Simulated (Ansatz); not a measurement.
Ideal-gas functions of BFGaH₃O, SMILES `[BH2][Ga]([OH])[F]` at 500 K and 1 bar, from an Ansatz frequency run at PBE0-D4/def2-TZVP.

Molar mass 118.56 g/mol, point group Cs (symmetry number 1), electronic degeneracy 1, moments of inertia 78.413, 101.215, 175.396 u Å². Harmonic wavenumbers (cm⁻¹, unscaled): 116, 151, 161, 191, 394, 529, 600, 659, 710, 826, 881, 1152, 2607, 2703, 3887.

Use S(trans) = R[1.5 ln M + 2.5 ln T − 1.1517]; rotational temperatures θ = 24.2544 K / I; S(rot) = R[ln(√π/σ · √(T³/θAθBθC)) + 1.5]; for each mode x = 1.438777 ν̃/T, S = R[x/(eˣ − 1) − ln(1 − e⁻ˣ)] and H = RT x/(eˣ − 1); 1 cm⁻¹ = 0.0119627 kJ/mol; R = 8.31446 J/(mol·K).

Q: By hand: the entropy, in J/(mol·K).

A: Translation 179.2. Rotation: θ = 0.3093, 0.2396, 0.1383 K, giving 113.8. Vibration, mode by mode: 17.48, 15.31, 14.79, 13.39, 7.70, 5.58, 4.74, 4.14, 3.68, 2.83, 2.50, 1.35, 0.04, 0.03, 0.00, in all 93.6. Electronic 0.0. Sum 386.6 J/(mol·K).

Q: By hand: H − E and G − E in kJ/mol, counted from the electronic energy.

A: Zero-point energy ½ × 15567 × 0.0119627 = 93.1; thermal vibration 23.9; translation, rotation and pV give 4 RT = 16.6. H − E = 133.6 kJ/mol, and G − E = 133.6 − 500 × 386.6/1000 = -59.7 kJ/mol.

Vibration gives 24 % of the entropy, 17.5 J/(mol·K) of it from the mode under 150 cm⁻¹: soft modes count most, and the harmonic formula is weakest for them. The sum counts one conformer and one mirror image; others add a mixing term.
